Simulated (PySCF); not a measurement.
Electron correlation in Se(2+) (selenium, charge +2)

[Ar] 3d10 4s2 4p2, high-spin 3P determinant. Computed with PySCF 2.14 in aug-cc-pVTZ-PP with one added diffuse shell each of s, d, f type with ECP10MDF (7s5p5d3f, 68 functions), with scalar relativity through the core potential. Frozen: 3s2 3p6 3d10; 4 electrons correlated.

```json
{"level": "CCSD", "correlation energy (mhartree)": "-73.15"}
{"level": "(T)", "correlation energy (mhartree)": "-1.51"}
{"level": "CCSD(T)", "correlation energy (mhartree)": "-74.66"}
```

Diagnostics: T1 = 0.0064, D1 = 0.0169, largest double amplitude 0.092.

Question: Is a single reference adequate?

Answer: Mostly. T1 lies below 0.03, but a double amplitude of this size points to a near-degeneracy that CCSD handles and MP2 describes poorly.
